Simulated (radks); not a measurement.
Kinetic energies: the exact non-interacting value of the Kohn-Sham orbitals and orbital-free approximations, in hartree. Species: Lu2+ [Xe] 4f14 6s1; He [He]; V21+ [He]. All-electron calculation, non-relativistic Kohn-Sham, r2SCAN, spin-polarised, spherical densities, point nucleus; meta-GGA in the generalised Kohn-Sham scheme. Program: a radial shooting solver on a logarithmic mesh with Libxc functionals. Every spin shell is full or empty, so the densities are truly spherical. Functionals are evaluated on that one density, not self-consistently.

| functional | Lu2+ | He | V21+ |
|---|---|---|---|
| exact | 13851.6 | 2.87260 | 514.741 |
| Thomas-Fermi | 13179 | 2.5581 | 471.66 |
| von Weizsacker | 5114.2 | 2.8726 | 514.74 |
| TF + vW | 18293 | 5.4307 | 986.40 |
| TF + vW/9 | 13747 | 2.8773 | 528.85 |
| TF + vW/5 | 14202 | 3.1326 | 574.61 |
| LC94 | 13847 | 2.8679 | 526.25 |
| APBEK | 13851 | 2.8659 | 525.45 |
| revAPBEK | 13871 | 2.8912 | 530.04 |
| Perdew 92 | 13749 | 2.8779 | 528.96 |
| Thakkar | 13742 | 2.8767 | 527.26 |
| Pearson | 13724 | 2.7396 | 502.72 |
| LKT | 16155 | 4.5732 | 836.90 |
| PG1 | 15649 | 4.3534 | 799.20 |
| DePristo-Kress | 13818 | 2.8719 | 529.81 |
| Ernzerhof | 13779 | 2.9720 | 549.10 |
